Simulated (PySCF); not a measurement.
Computed properties of TaH₅, SMILES [TaH5]

TaH₅, SMILES [TaH5] (connectivity only; charge and spin as stated), neutral, multiplicity 1. Geometry: PBE0-D3(BJ)/def2-TZVPD. The spin state was assumed, not searched. The def2 effective core potentials stand for the cores of Ta; spin–orbit coupling is left out. Other conformers were not sampled. All values are computed for the isolated molecule unless a solvent is named; none is compared with measurement here.

**Structure.** The optimised structure has C4v symmetry. All 12 harmonic modes at PBE0-D3(BJ)/def2-TZVPD (PySCF) are real, so it is a minimum.

**Vibrations.** The strongest infrared lines (harmonic, unscaled, degenerate partners summed) lie at 1903 cm⁻¹ (647 km/mol, H 99 %), 1835 cm⁻¹ (387 km/mol, H 99 %), 755 cm⁻¹ (115 km/mol, H 99 %). The softest mode is at 209 cm⁻¹ and the zero-point energy is 19.8 kcal/mol.

**Electronic structure.** ωB97X/def2-TZVPD (PySCF) places the frontier levels at -11.22 and -0.67 eV, a gap of 10.55 eV, and gives a dipole moment of 1.81 D and a mean polarisability of 51.5 bohr³. PBE/def2-TZVPD (PySCF) at the same geometry gives -7.40 and -4.05 eV, so its gap is 7.20 eV narrower. An orbital gap is neither the optical nor the fundamental gap.

**Excitations.** TDDFT-PBE0/def2-TZVPD (PySCF) has S1 at 3.77 eV (329 nm, f = 0.000, dark); the most intense of the 10 singlets computed lies at 5.19 eV (f = 0.05). Strengths of degenerate partners are summed. T1 (TDA) is at 3.30 eV. TDDFT-PBE/def2-TZVPD (PySCF) puts S1 at 3.53 eV. No vertical singlet excitation falls in the visible range (under 3.1 eV).
